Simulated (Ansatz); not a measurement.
Relaxation of C$_{2}$H$_{4}$Se (7 atoms, charge 0, multiplicity 1), to a largest force component of 0.015 eV/Å in at most 40 steps.

The calculation used RKS PBE0-D4/def2-SVP in Ansatz.

```xyz
7
Properties=species:S:1:pos:R:3:forces:R:3
C -0.598 0.593 0.000 0.38 3.11 1.95
C 0.424 -0.371 0.217 4.11 -4.26 -0.54
Se 2.109 -1.975 0.554 -2.06 2.44 1.08
H -1.497 0.135 -0.350 -1.07 -0.80 -0.53
H -0.320 1.351 -0.808 -0.01 -0.89 0.59
H -0.850 1.199 0.932 0.04 -0.48 -0.92
H 0.793 -1.000 -0.591 -1.39 0.88 -1.62
```

Question: Where does it end, and by what steps?

Answer: The forces met the threshold. After 10 steps the energy has fallen by 4.585 eV; Se3 moved furthest, 1.03 Å.

| step | energy less start (eV) | largest force component (eV/Å) | accepted |
| --- | --- | --- | --- |
| 0 | 0.0000 | 4.263 | yes |
| 1 | -1.6904 | 3.603 | yes |
| 2 | -3.0027 | 1.796 | yes |
| 3 | -3.8963 | 0.992 | yes |
| 4 | -4.3556 | 0.668 | yes |
| 5 | -4.5486 | 0.575 | yes |
| 6 | -4.5797 | 0.311 | yes |
| 7 | -4.5591 | 0.593 | no |
| 8 | -4.5851 | 0.027 | yes |
| 9 | -4.5852 | 0.026 | yes |
| 10 | -4.5852 | 0.006 | yes |

```xyz
7
Properties=species:S:1:pos:R:3
C -0.465 0.485 0.032
C 0.535 -0.595 -0.149
Se 1.595 -1.252 1.082
H -1.469 0.119 -0.247
H -0.248 1.320 -0.659
H -0.486 0.861 1.064
H 0.599 -1.007 -1.169
```

Time of the run: 26 s on 1 thread of Arm Neoverse V2 (shared host), peak memory 0.15 GiB.
